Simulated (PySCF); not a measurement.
Cl₃Sb, charge -1, doublet, at a GFN2-xTB geometry (a state made from the parent by changing its charge; the spin is typed, not shown lowest) (all electrons, no relativity) (a gas-phase anion, which may not be bound at this level); CAMB3LYP/STO-3G (PySCF).

Here is a job for PySCF.
```python
from pyscf import gto, scf, dft

mol = gto.Mole()
mol.atom = '''
    Sb   -0.008543   -0.396625    0.030064
    Cl   -2.648928   -0.337812    0.044501
    Cl    0.042681    1.981450   -0.150194
    Cl    2.631877   -0.453761    0.015500
'''
mol.basis = 'sto-3g'
mol.charge = -1
mol.spin = 1
mol.verbose = 4
mol.build()

mf = dft.ROKS(mol)
mf.xc = 'camb3lyp'
mf.kernel()
mf.analyze()
```

It wrote (shortened):

```
PySCF version 2.14.0

[INPUT] verbose = 4
[INPUT] num. atoms = 4
[INPUT] num. electrons = 103
[INPUT] charge = -1
[INPUT] spin (= nelec alpha-beta = 2S) = 1
[INPUT] symmetry False subgroup None
[INPUT] Mole.unit = angstrom
[INPUT] Symbol           X                Y                Z      unit          X                Y                Z       unit  Magmom
[...]
nuclear repulsion = 654.672891311724
number of shells = 26
number of NR pGTOs = 162
number of NR cGTOs = 54
basis = sto-3g
ecp = {}

******** <class 'pyscf.dft.roks.ROKS'> ********
method = ROKS
initial guess = minao
damping factor = 0
level_shift factor = 0
DIIS = <class 'pyscf.scf.diis.CDIIS'>
diis_start_cycle = 1
diis_space = 8
diis_damp = 0
SCF conv_tol = 1e-09
SCF conv_tol_grad = None
SCF max_cycles = 50
direct_scf = True
direct_scf_tol = 1e-13
num. doubly occ = 51  num. singly occ = 1
XC library pyscf.dft.libxc version 7.1.2
    S. Lehtola, C. Steigemann, M. J. T. Oliveira, and M. A. L. Marques,  SoftwareX 7, 1–5 (2018)
XC functionals = camb3lyp
    T. Yanai, D. P. Tew, and N. C. Handy,  Chem. Phys. Lett. 393, 51 (2004)
radial grids:
    Treutler-Ahlrichs [JCP 102, 346 (1995); DOI:10.1063/1.469408] (M4) radial grids

becke partition: Becke, JCP 88, 2547 (1988); DOI:10.1063/1.454033
pruning grids: <function nwchem_prune>
grids dens level: 3
symmetrized grids: False
atomic radii adjust function: <function treutler_atomic_radii_adjust>
small_rho_cutoff = 0
Set gradient conv threshold to 3.16228e-05
tot grids = 78600
init E= -7599.99774255146
[...]
cycle= 1 E= -7619.22840562641  delta_E= -19.2  |g|= 0.179  |ddm|= 2.04
[...]
cycle= 2 E= -7619.23649239614  delta_E= -0.00809  |g|= 0.0306  |ddm|= 0.271
[...]
cycle= 3 E= -7619.23723011121  delta_E= -0.000738  |g|= 0.0109  |ddm|= 0.108
[...]
cycle= 4 E= -7619.23734447517  delta_E= -0.000114  |g|= 0.00179  |ddm|= 0.0298
[...]
cycle= 5 E= -7619.23734809426  delta_E= -3.62e-06  |g|= 0.000439  |ddm|= 0.00628
[...]
cycle= 6 E= -7619.23734860316  delta_E= -5.09e-07  |g|= 5.15e-05  |ddm|= 0.00328
[...]
cycle= 7 E= -7619.23734860792  delta_E= -4.76e-09  |g|= 9.28e-06  |ddm|= 0.000304
[...]
cycle= 8 E= -7619.23734860802  delta_E= -1e-10  |g|= 6.84e-07  |ddm|= 3.48e-05
[...]
Extra cycle  E= -7619.23734860802  delta_E= -3.64e-12  |g|= 1.79e-07  |ddm|= 2.18e-06
converged SCF energy = -7619.23734860802
**** SCF Summaries ****
Total Energy =                       -7619.237348608019602
Nuclear Repulsion Energy =             654.672891311723674
One-electron Energy =               -11852.852064998147398
Two-electron Energy =                 3578.941825078402871
Two-electron Coulomb Energy =         3830.709650766797040
DFT Exchange-Correlation Energy =     -251.767825688394055
HOMO-LUMO gap [eV] =                     5.598988963608970
**** MO energy ****
                Roothaan           | alpha              | beta
[...]
 ** Mulliken pop on meta-lowdin orthogonal AOs  **
 ** Mulliken pop  **
 ** Mulliken atomic charges  **
charge of    0Sb =      0.46386
charge of    1Cl =     -0.55600
charge of    2Cl =     -0.35187
charge of    3Cl =     -0.55600

WARN: System has nonzero charge -1; the dipole moment is origin-dependent.
Location of origin: [0. 0. 0.]

Dipole moment(X, Y, Z, Debye): -0.01431, -0.66466,  0.05038
```
